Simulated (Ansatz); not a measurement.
Reaction (substitution at a C–C bond): `[SiH3]CC(Cl)Cl` + HI → `ClC(Cl)I` + `C[SiH3]`

Isolated molecules relaxed with PBE0-D4/def2-TZVP in Ansatz; ΔE leaves out vibrations. CCSD(T)/CBS is the MP2 limit (def2-TZVPP, def2-QZVPP) plus CCSD(T) − MP2 in def2-TZVPP, frozen cores. This one scheme is used for every species. Functionals use def2-TZVPP. B3LYP here is the variant with VWN-RPA as its local correlation; programs differ in this. def2 core potentials past Kr. For I outer-core shells are correlated without core-valence functions, which leaves a few kJ/mol of doubt a bond. Each species was taken in one conformer, which may not be the lowest.

(1) Is it downhill or uphill in electronic energy at CCSD(T)/CBS, and by how much? (An estimate is asked.)

(2) What do these levels give: B3LYP-D4, PBE, CCSD(T)/def2-TZVPP, HF/def2-QZVPP, SCS-MP2/def2-QZVPP, CCSD/CBS(def2)? (Estimate.)

Largest T1 diagnostic among the species: 0.010.

## Answers

(1) Computed: Uphill: ΔE = +31.3 kJ/mol.

(2) Computed: B3LYP-D4 31.2, PBE 25.1, CCSD(T)/def2-TZVPP 39.2, HF/def2-QZVPP 44.2, SCS-MP2/def2-QZVPP 28.6, CCSD/CBS(def2) 33.6 kJ/mol.

In def2-TZVPP, CCSD(T) changes the Hartree–Fock value by −6.0 kJ/mol (the triples alone add −2.3 kJ/mol) and MP2 by −12.2 kJ/mol. The D4 term adds +3.5 kJ/mol with B3LYP and +2.4 kJ/mol with PBE0; it sums over pairs of atoms, weighted by their polarisabilities, and B3LYP, whose exchange is more repulsive, gets the larger term. From PBE to PBE0 (25 % exact exchange), in def2-TZVPP and without D4, ΔE moves by +8.1 kJ/mol.
